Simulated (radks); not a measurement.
The holmium ion Ho2.25+, configuration [Xe] 4f9.75 5d1 (fractional occupations, a model configuration). Calculated with a radial shooting solver on a logarithmic mesh with Libxc functionals: Dirac Kohn-Sham, PBE, spin-unpolarised, spherical densities, finite nucleus; open shells are shared between the two j in proportion to 2j + 1; Fermi nuclear charge, rms radius 5.2022 fm.

X-ray form factor f0, the Fourier transform of the density (f0(0) = 64.75):

| sin(theta)/lambda (1/angstrom) | f0 (electrons) |
|---|---|
| 0.05 | 64.038 |
| 0.1 | 62.057 |
| 0.15 | 59.182 |
| 0.2 | 55.830 |
| 0.25 | 52.342 |
| 0.3 | 48.945 |
| 0.4 | 42.857 |
| 0.5 | 37.818 |
| 0.6 | 33.623 |
| 0.8 | 26.991 |
| 1 | 22.214 |
| 1.25 | 18.337 |
| 1.5 | 15.898 |
| 2 | 12.388 |
